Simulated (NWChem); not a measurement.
# CsI; SMILES [I][Cs]

Results from NWChem. Structure relaxed at the PBE0/def2-SVP level. def2 effective core potentials on I, Cs; no spin-orbit coupling. Vertical excitations in the gas phase; the lowest state need not have the same character in each row.

| level | lowest excitation, singlet (eV) | oscillator strength of that lowest state | lowest state with f > 0.02, singlet (eV) | oscillator strength of that bright state | orbital gap (eV) |
|---|---|---|---|---|---|
| PBE/def2-SVP, full TDDFT | 2.36 | 0.006 | 2.75 | 0.099 | 2.36 |
| B3LYP/def2-SVP, full TDDFT | 2.72 | 0.009 | 3.05 | 0.091 | 3.35 |
| PBE0/def2-SVP, full TDDFT | 3.05 | 0.010 | 3.35 | 0.086 | 3.82 |
| BHandHLYP/def2-SVP, full TDDFT | 3.42 | 0.016 | 3.68 | 0.079 | 4.94 |
